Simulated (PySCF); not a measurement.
**Ionisation energy of Re⁷⁰⁺ by level of theory**

Re⁷⁰⁺ [He] 2s2 2p1 [2p1/2^1, M_J = 1/2] → Re⁷¹⁺ [He] 2s2, as a difference of total energies. Computed with PySCF 2.14 in an uncontracted even-tempered set (16 s from 57 bohr⁻², ratio 2.4; 13 p from 74 bohr⁻², ratio 2.4; 5 d from 240 bohr⁻², ratio 2.6; 4 f from 360 bohr⁻², ratio 2.6), with the two-component X2C-1e Hamiltonian. Correlated levels: nothing frozen; the 28 highest virtual spinors dropped. "Screened" scales the spin-orbit matrix elements by Boettger's factors to mimic the two-electron term; Breit and QED terms are absent.

| method | ionisation energy (eV) |
| --- | --- |
| GHF (spin-free) | 18321.1 |
| GMP2 (spin-free) | 18320.9 |
| GHF (screened spin-orbit) | 19445.9 |
| GMP2 (screened spin-orbit) | 19443.4 |

Q: How much does correlation contribute at GMP2 (screened spin-orbit)?

A: 19443.4 − (19445.9) = -2.5 eV, measured against GHF (screened spin-orbit).

For this ion Breit and QED terms and the two-electron picture change, all absent here, outweigh the correlation shift from GHF to GMP2.

The spin-free rows lack the spin-orbit shift.

For comparison: 19420 ± 60 eV (theoretical estimate listed by NIST; NIST Atomic Spectra Database, ionization energies).
